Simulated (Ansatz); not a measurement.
One change: `C[N](C)[Hf]([F])([F])[F]` becomes `C[NH][Hf]([F])([F])[F]`.

Ansatz, PBE0-D4/def2-TZVP geometries, multiplicity 1. Each molecule was computed in one conformer, which needn't be the lowest.

Elements past krypton have def2 core potentials.

```
                                          property  `C[N](C)[Hf]([F])([F])[F]`
               LUMO energy (B3LYP/def2-TZVPP) / eV                       -0.71
           HOMO–LUMO gap (ωB97M-V/def2-TZVPP) / eV                       10.03
             HOMO–LUMO gap (B3LYP/def2-TZVPP) / eV                        6.09
               HOMO–LUMO gap (PBE/def2-TZVPP) / eV                        4.46
size of the dipole moment (ωB97M-V/def2-TZVPP) / D                        2.51
  size of the dipole moment (B3LYP/def2-TZVPP) / D                        2.65
```

Question: Give the same properties after the change, and the shifts. (Best estimate.)

Answer: Computed: 
```json
{"property": "LUMO energy (B3LYP/def2-TZVPP) / eV", "`C[NH][Hf]([F])([F])[F]`": "-0.87", "shift": "-0.16"}
{"property": "HOMO–LUMO gap (ωB97M-V/def2-TZVPP) / eV", "`C[NH][Hf]([F])([F])[F]`": "10.45", "shift": "0.42"}
{"property": "HOMO–LUMO gap (B3LYP/def2-TZVPP) / eV", "`C[NH][Hf]([F])([F])[F]`": "6.35", "shift": "0.26"}
{"property": "HOMO–LUMO gap (PBE/def2-TZVPP) / eV", "`C[NH][Hf]([F])([F])[F]`": "4.66", "shift": "0.20"}
{"property": "size of the dipole moment (ωB97M-V/def2-TZVPP) / D", "`C[NH][Hf]([F])([F])[F]`": "2.53", "shift": "0.02"}
{"property": "size of the dipole moment (B3LYP/def2-TZVPP) / D", "`C[NH][Hf]([F])([F])[F]`": "2.65", "shift": "0.00"}
```

With PBE0 the HOMO falls by 0.44 eV and the LUMO falls by 0.16 eV, so the gap widens by about 0.28 eV. PBE moves the HOMO by -0.36 eV and ωB97M-V by -0.49 eV. Dipoles are sizes alone; their direction can turn.

B3LYP here is the variant with VWN-RPA as its local correlation; programs differ in this.
